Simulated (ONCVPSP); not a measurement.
# Transferability test, ONCV potential for Si

ONCVPSP 4.0.1 input, shortened (lines: element, Z, core and valence counts, functional; n l f; lmax; l rc ep ncon nbas qcut; lloc lpopt rc5 dvloc0; l nproj debl; icmod fcfact rcfact), PBE, scalar-relativistic:

```
  Si 14.00    1    4        4      upf
    1    0    2.00
    2    0    2.00
    2    1    6.00
    3    0    2.00
    3    1    2.00
    1
    0    0.95    0.00    4    8   10.50
    1    0.85    0.00    3    7   18.60
    4    5    0.60    1.00
    0    2    2.40
    1    2    1.70
    1    0.60    0.00
```

Energies are relative to the spin-unpolarised reference configuration 2s2 2p6 3s2 3p2; without spin polarisation the order of configurations can differ from experiment. Not all tests gave a result: 1 of 4 tests not solved or not reliable.

| valence configuration | charge | ΔE all-electron (eV) | error AE − PS (meV) |
| --- | --- | --- | --- |
| 2s2 2p6 3s2 3p1 | +1 | 7.740 | +0.3 |
| 2s2 2p6 3s2 3p0 | +2 | 23.733 | +2.1 |
| 2s2 2p6 3s1 3p0 | +3 | 57.704 | +0.5 |

Levels in the configuration 2s2 2p6 3s1 3p0:

```tsv
level	all-electron (eV)	pseudo (eV)
2s	-175.881	-175.929
2p	-132.018	-131.986
3s	-39.488	-39.491
```
